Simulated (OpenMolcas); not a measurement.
## GeNH4O (SMILES [NH][GeH2][OH]): entropy by statistical mechanics

A doublet with charge 0, relaxed at UHF/3-21G (OpenMolcas 26.06):

```xyz
7

N    -1.1790   -0.5200   -0.7391
Ge    0.1182    0.3869    0.2221
O     1.4567   -0.6929    0.3836
H    -2.1602   -0.2510   -0.7247
H     0.4753    1.6386   -0.5970
H    -0.3221    0.7715    1.6383
H     1.6722   -1.4010   -0.2287
```

Harmonic wavenumbers in cm⁻¹: 101, 205, 315, 534, 675, 733, 758, 797, 891, 932, 990, 2151, 2192, 3550, 3972.

Masses in u: N 14.007, Ge 72.63, O 15.999, H 1.008. Take T = 298.15 K, p = 1 bar, R = 8.3145 J/(mol K), kT/hc = 207.22 cm⁻¹, rigid rotor and harmonic oscillator.

Q: Compute the standard molar entropy.

A: 
1. Translation (Sackur–Tetrode): S = R[3/2 ln M + 5/2 ln T − 1.1517] with M = 106.668 gives 167.1 J/(mol K).
2. Rotation: principal moments 33.301, 72.803, 99.316 u Å² give A, B, C = 0.5062, 0.2316, 0.1697 cm⁻¹; the symmetry number is σ = 1; q = (√π/σ)√((kT/hc)³/ABC) = 37484; S = R(ln q + 3/2) = 100.0.
3. Vibration: with u = ν̃/207.22, each mode gives R[u/(eᵘ − 1) − ln(1 − e⁻ᵘ)]; the sum is 37.1, most from 101 cm⁻¹ (14.4), 205 cm⁻¹ (8.7), 315 cm⁻¹ (5.6).
4. Spin and the two mirror images of this shape: R ln 4 = 11.5.
5. Sum: 167.1 + 100.0 + 37.1 + 11.5 = 315.7 J/(mol K).

No measured value is set beside it here. Where a soft mode is a torsion, a harmonic oscillator describes it poorly. One conformer is counted; others would raise S. The set lacks polarisation functions, so shape and wavenumbers are rough.
